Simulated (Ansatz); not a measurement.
Geometry optimisation, RKS B3LYP-D4/def2-SVPD in Ansatz.

Input:

```yaml
crystal:
  periodic: [false, false, false]
  atoms:
    - { symbol: Ge, position_ang: [0.0, 0.0, 0.0] }
    - { symbol: O, position_ang: [1.1168, 0.0, 1.6228] }
    - { symbol: H, position_ang: [0.2072, -0.2814, 1.96] }
    - { symbol: H, position_ang: [1.7092, 0.0, 0.376] }
    - { symbol: H, position_ang: [-0.73, 1.2648, -0.5162] }
    - { symbol: H, position_ang: [-0.73, -1.2648, -0.5162] }
basis:
  gaussian: { orbitals: def2-SVPD }
hamiltonian:
  xc: b3lyp
  dispersion: d4
relax:
  f_tol: 0.15
  max_steps: 25
  restrain:
    - { distance: [1, 3], at: 2.21, k: 30.0 }
    - { distance: [0, 1], at: 1.77, k: 30.0 }
    - { distance: [0, 3], at: 1.55, k: 30.0 }
```

Command:

```bash
$ ansatz run input.yaml --threads 2 --pin off --max-ram 3072MiB --backend cpu --events-out ev --progress --plain --runs-dir out
```

Problem. Where does it end, and by what steps?

Solution. The run converged. The restraints hold the end off the free minimum. After 7 steps the energy has fallen by 4.267 eV (the restraints' own energy left out); H4 moved furthest, 0.68 Å.

| step | energy less start (eV) | largest force component (eV/Å) | accepted |
| --- | --- | --- | --- |
| 0 | 0.0000 | 4.211 | yes |
| 1 | -1.7088 | 3.128 | yes |
| 2 | -2.8007 | 3.150 | yes |
| 3 | -3.8963 | 1.955 | yes |
| 4 | -4.1997 | 2.396 | yes |
| 5 | -4.2529 | 1.168 | yes |
| 6 | -4.2642 | 1.125 | yes |
| 7 | -4.2669 | 1.336 | yes |

```xyz
6
Properties=species:S:1:pos:R:3
Ge 0.226 -0.014 -0.011
O 0.706 -0.102 1.698
H 0.023 -0.184 2.373
H 1.725 0.036 -0.307
H -0.581 1.257 -0.345
H -0.526 -1.274 -0.482
```

The run took 15 s on 2 threads of Arm Neoverse V1, with other jobs on the host, peak memory 0.18 GiB.
